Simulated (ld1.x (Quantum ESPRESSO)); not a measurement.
**Before and after: PAW potential for W (Z = 74)**

```
Element                 : tungsten
Generator               : ld1.x (Quantum ESPRESSO) 7.5
Type                    : PAW
Functional              : BLYP
Relativity              : scalar-relativistic
Frozen core             : [Kr] 4d10
Valence charge          : 28
Reference configuration : 4f14 5s2 5p6 5d4 6s0.5 6p0 (charge +1.5)
Partial waves           : 5s (bound): rcut 1.35, rcutus 1.45 bohr; 6s (bound): rcut 1.35, rcutus 1.45 bohr; 5p (bound): rcut 2.05, rcutus 2.55 bohr; 6p (bound, empty): rcut 2.05, rcutus 2.55 bohr; 5d (bound): rcut 1.55, rcutus 1.70 bohr; 5d channel at 2.3 Ry: rcut 1.55, rcutus 1.70 bohr; 4f (bound): rcut 0.90, rcutus 1.05 bohr; 4f channel at -0.6 Ry: rcut 0.90, rcutus 1.05 bohr
Local potential         : all-electron potential smoothed inside 1.50 bohr (lloc = -2)
Core correction         : Bessel-smoothed model core inside 0.85 bohr
Augmentation charge     : BESSEL, radius 0.95 bohr
```

All-electron outer shells of the reference configuration (BLYP, scalar-relativistic, ld1.x):

```tsv
shell	level (eV)	outermost node (bohr)	outermost maximum (bohr)
4p	-435.06	0.24	0.44
4d	-249.87	0.22	0.45
5s	-90.65	0.53	0.96
5p	-54.76	0.57	1.09
4f	-44.71	–	0.43
6s	-15.73	1.28	2.51
5d	-15.63	0.63	1.49
6p	-9.91	1.52	3.23
```

Change: waves 5s (bound): rcut 1.35, rcutus 1.60 bohr; 6s (bound): rcut 1.35, rcutus 1.60 bohr.

Cutoffs: the cutoffs (Ry, on a coarse ladder) from which the occupation-weighted sum of valence levels, in a spherical-Bessel basis at the reference potential, stays within 10 and 1 mRy of its value at 400 Ry; they do not see the model core or the augmentation charge, which bear on the density cutoff. Errors are all-electron minus pseudo energies relative to the spin-unpolarised reference configuration.

Problem. What does the change do?

Solution. The potential gets neither clearly harder nor softer (200 Ry and 300 Ry → 200 Ry and 300 Ry); of the 7 tests that both files solve, the error grows in 2 and shrinks in 0 by more than 15 % and 0.3 meV (median size 4.7 → 5.0 meV); neither file shows a bound ghost.

```csv
quantity,base,changed
"cutoff, loose",200 Ry,200 Ry
"cutoff, tight",300 Ry,300 Ry
bound ghosts,none,none
"error for 4f14 5s2 5p6 5d4 6s2 6p0, meV [ΔE -15.78 eV]",+6.8,+7.1
"error for 4f14 5s2 5p6 5d4 6s1 6p0, meV [ΔE -6.97 eV]",+2.3,+2.4
"error for 4f14 5s2 5p6 5d4 6s0 6p0, meV [ΔE 8.78 eV]",-2.7,-2.7
"error for 4f14 5s2 5p6 5d3 6s2 6p1, meV [ΔE -11.81 eV]",+13,+15
"error for 4f14 5s2 5p6 5d4 6s1.5 6p0, meV [ΔE -12.20 eV]",+4.7,+4.9
"error for 4f14 5s2 5p6 5d4.5 6s1.5 6p0, meV [ΔE -15.07 eV]",+5.0,+5.4
"error for 4f14 5s2 5p6 5d4 6s0 6p2, meV [ΔE -6.50 eV]",+4.3,+5.0
s: phases at 2.76 bohr within 0.05 rad from the reference energy up to (Ry; the scan ends near 5),n/a,n/a
p: phases at 2.76 bohr within 0.05 rad from the reference energy up to (Ry; the scan ends near 5),2.8,2.8
d: phases at 2.76 bohr within 0.05 rad from the reference energy up to (Ry; the scan ends near 5),to the end of the scan,to the end of the scan
f: phases at 2.76 bohr within 0.05 rad from the reference energy up to (Ry; the scan ends near 5),n/a,n/a
lowest overlap eigenvalue by channel,"s 0.29, p 0.69, d 0.86, f 0.47","s 0.26, p 0.69, d 0.86, f 0.47"
```
